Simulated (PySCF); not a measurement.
## InH₃: one-bond stretch

These are results of PBE/[In def2-TZVP with ECP28, H def2-TZVP], scalar-relativistic core potentials, density fitting, no spin–orbit coupling, PySCF, not measurements.

Rigid scan from the singlet minimum (In–H 1.737 Å (×3); H–In–H 120.0° (×3)). Coordinate: the bond from In to the last atom (H) scaled, the rest fixed. Energies in kJ/mol from the minimum.

```
scale of one bond  E (kJ/mol)  dipole size (D)
             0.92        12.8             0.30
             0.96         2.9             0.15
             1.00         0.0             0.00
             1.05         3.6             0.20
             1.12        18.0             0.48
             1.20        42.5             0.80
             1.35        97.6             1.39
             1.55       170.8                –
             1.80       246.4                –
             2.20       326.5                –
```

At long bonds a restricted determinant can lie too high, and another spin state can fall below this curve.
